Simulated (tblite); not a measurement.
C₆H₆N (charge -1).
Cartesian coordinates in Å at the GFN2-xTB level; atoms count from 1:
```xyz
13
C6H6N angstrom
C      2.2912    0.4749    0.1729
C      1.3257   -0.4354    0.3630
C     -0.0744   -0.2686    0.1632
C     -0.8066    0.8658   -0.2772
C     -2.1243    0.4796   -0.2911
N     -2.2892   -0.8110    0.1054
C     -1.0580   -1.2486    0.3744
H      3.3349    0.2539    0.3523
H      2.0715    1.4733   -0.1693
H      1.6222   -1.4258    0.7109
H     -0.4112    1.8346   -0.5465
H     -2.9881    1.0723   -0.5712
H     -0.8982   -2.2646    0.7170
```

Method: GFN2-xTB as coded in tblite; computed harmonic values from a numerical Hessian at the method's own geometry, unscaled. This tight-binding method is rough: wavenumbers can miss measured ones by several per cent, in bad cases by 10 to 20. One conformer, not necessarily the lowest.

Q: How many normal modes are there?

A: 13 atoms, non-linear: 3N − 6 = 33.

Q: What is the point group of the computed structure, and how do the modes divide by symmetry?

A: Cs. The vibrations span 23 a′ + 10 a″.

Q: How many distinct wavenumbers does the calculation give?

A: 33: Cs has no degenerate species.

Q: How many fundamentals are allowed in the infrared by symmetry?

A: 33 of 33: in Cs every mode is allowed. All fundamentals are allowed in the Raman spectrum.

Q: Which of the modes above 1550 cm⁻¹ are stretches that can be named?

A: C=C 1647; trigonal C–H 2947, 3033, 3090; aromatic C–H 2993, 3002, 3041 cm⁻¹.

Q: Zero-point energy?

A: ½Σν̃ = 21718 cm⁻¹ = 259.8 kJ/mol (33 modes); those above 1550 cm⁻¹ give 118.1 kJ/mol of it.

Q: Give the mode at 3032.5 cm⁻¹ as a wavelength, a frequency, a period and a quantum of energy.

A: 3.298 μm, 90.91 THz, 11 fs, 376 meV or 36.28 kJ/mol.

Q: What thermal excitation has the softest real mode at 500 K?

A: θ = hcν̃/k = 173 K for 120.3 cm⁻¹, so N1/N0 = 0.71 and ⟨v⟩ = 1/(exp(θ/T) − 1) = 2.4.
